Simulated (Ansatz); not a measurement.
Mulliken charges of FH₂MoNS₂ (`[NH2][Mo]([F])(=[S])=[S]`) from PBE/def2-TZVPP in Ansatz (PBE0-D4/def2-TZVP geometry).

```
atom   x (Å)   y (Å)   z (Å)  charge (e)
  N1  -0.650   0.875   0.467      -0.463
 Mo2   0.423  -0.550  -0.181       1.041
  F3   1.262  -1.414   1.217      -0.340
  S4  -0.839  -1.875  -1.205      -0.317
  S5   1.842   0.271  -1.488      -0.317
  H6  -1.641   0.790   0.641       0.197
  H7  -0.336   1.834   0.503       0.197
```

By hand: the dipole of these point charges (1 e Å = 4.8032 D).

Σ q r = (-0.395, 0.528, 0.261) e Å, of length 0.709 e Å = 3.41 D.

How does the dipole of the full density compare? (Best estimate.)

Computed: (-0.403, 0.534, 0.236) e Å, 3.41 D; the point charges give 1.00 times that, at 2° from its direction.

Point charges leave out the atoms' own dipoles, such as those of lone pairs, and Mulliken's split depends on the basis, so the close match here is no proof of good charges.
